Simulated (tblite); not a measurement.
C₈H₉F₃O.
Z-matrix (Å and degrees, GFN2-xTB geometry), rows numbered from 1:
```
O 
C   1  1.1967
C   2  1.4936  1  127.37
C   3  1.5551  2  111.19  1   116.92
C   4  1.5162  3  104.63  2  -146.85
C   5  1.4986  4  116.39  3    79.62
C   6  1.4980  5   60.15  4   -97.63
C   7  1.5161  5  108.73  6  -110.63
C   2  1.5635  1  118.97  3   177.58
F   9  1.3427  2  110.72  1   -89.98
F   9  1.3321  2  111.93  1    29.85
F   9  1.3427  2  112.65  1   150.68
H   3  1.0949  2  107.79  1  -124.88
H   4  1.0917  3  110.61  2   -27.81
H   4  1.0886  3  111.12  2    92.39
H   5  1.0794  4  117.41  3  -129.18
H   6  1.0797  5  118.13  7   108.17
H   6  1.0795  5  118.13  7  -108.16
H   7  1.0795  5  121.56  6   107.76
H   8  1.0888  3  110.92  2   -93.75
H   8  1.0917  3  109.77  2    25.43
```

Computed with GFN2-xTB (tblite): harmonic, unscaled wavenumbers at the GFN2-xTB geometry, gas phase. The method is semi-empirical: single wavenumbers can be off by several per cent or more. One conformer, not necessarily the lowest.

Harmonic wavenumbers (cm⁻¹): 31.5, 38.6, 46.5, 120.9, 185.2, 230.6, 280.6, 295.6, 309.3, 389.9, 419.9, 456.5, 496.7, 566.9, 642.1, 651.5, 692.2, 780.6, 833.8, 857.3, 884.7, 902.7, 932.9, 987.5, 1018.5, 1033.7, 1046.8, 1055.7, 1065.1, 1075.9, 1087.8, 1097.8, 1112.8, 1132.7, 1155.3, 1175.3, 1187.1, 1199.4, 1235.6, 1267.5, 1286.6, 1299.0, 1320.5, 1390.7, 1469.1, 1481.5, 1487.1, 1795.5, 2933.9, 2979.1, 2984.6, 3018.2, 3019.1, 3078.9, 3082.1, 3086.9, 3104.6.

A = 2021, B = 576.9, C = 527.6 MHz; mass 178.061 u (most abundant isotopes); point group C1, symmetry number 1.

What is the zero-point energy?

Half the sum of the wavenumbers: 34399 cm⁻¹ = 411.50 kJ/mol.

What is S at 273.15 K and 1 bar for an ideal gas of classical rigid rotors and harmonic oscillators?

Translation 171.66, rotation 127.09, vibration 132.98: S = 431.7 J/(mol K).

And Cp and H(273.15 K) − H(0)?

Cp = 165.03 J/(mol K), of which vibrations give 131.77 (their classical limit is 57 R = 473.9); H(273.15 K) − H(0) = 27.05 kJ/mol without the zero-point energy, 17.97 from vibrations.

Which modes carry the vibrational entropy at 273.15 K?

31.5 cm⁻¹: 23.26; 38.6 cm⁻¹: 21.57; 46.5 cm⁻¹: 20.03; 120.9 cm⁻¹: 12.21; 185.2 cm⁻¹: 8.84; 230.6 cm⁻¹: 7.19 J/(mol K); the other 51 give 39.88 together.

Blend soft modes into free rotors: weight 1/[1 + (100 cm⁻¹/ν̃)⁴] for the oscillator and the rest for a rotor with moment μB/(μ + B), μ = h/(8π²ν), B = 10⁻⁴⁴ kg m². What vibrational entropy results?

114.92 J/(mol K) in place of 132.98, which changes −T·S at 273.15 K by +4.93 kJ/mol.

How do the functions run with temperature in this model?

```json
{"T (K)": "100", "S (J/(mol K))": "316.2", "Cp (J/(mol K))": "81.9", "H − H(0) (kJ/mol)": "5.97", "G − H(0) (kJ/mol)": "-25.65", "ln q(vib)": "2.94"}
{"T (K)": "200", "S (J/(mol K))": "386.6", "Cp (J/(mol K))": "127.2", "H − H(0) (kJ/mol)": "16.39", "G − H(0) (kJ/mol)": "-60.93", "ln q(vib)": "5.96"}
{"T (K)": "300", "S (J/(mol K))": "447.9", "Cp (J/(mol K))": "179.5", "H − H(0) (kJ/mol)": "31.68", "G − H(0) (kJ/mol)": "-102.68", "ln q(vib)": "8.86"}
{"T (K)": "500", "S (J/(mol K))": "563.3", "Cp (J/(mol K))": "275.1", "H − H(0) (kJ/mol)": "77.67", "G − H(0) (kJ/mol)": "-203.96", "ln q(vib)": "14.71"}
{"T (K)": "800", "S (J/(mol K))": "713.2", "Cp (J/(mol K))": "360.6", "H − H(0) (kJ/mol)": "174.40", "G − H(0) (kJ/mol)": "-396.18", "ln q(vib)": "23.33"}
{"T (K)": "1000", "S (J/(mol K))": "797.6", "Cp (J/(mol K))": "394.9", "H − H(0) (kJ/mol)": "250.14", "G − H(0) (kJ/mol)": "-547.45", "ln q(vib)": "28.72"}
```

q(vib) and H(0) count from the zero-point level.

What must be added to the electronic energy to get the Gibbs energy at 273.15 K and 1 bar?

ZPE + [H(273.15 K) − H(0)] − T·S = 411.50 + 27.05 − 117.93 = 320.62 kJ/mol.

Hindered rotation and anharmonicity are outside this model. Other conformers, if any are populated, would add a mixing term that is left out. The structure is chiral; the term R ln 2 for an equal mix with its mirror image is left out.
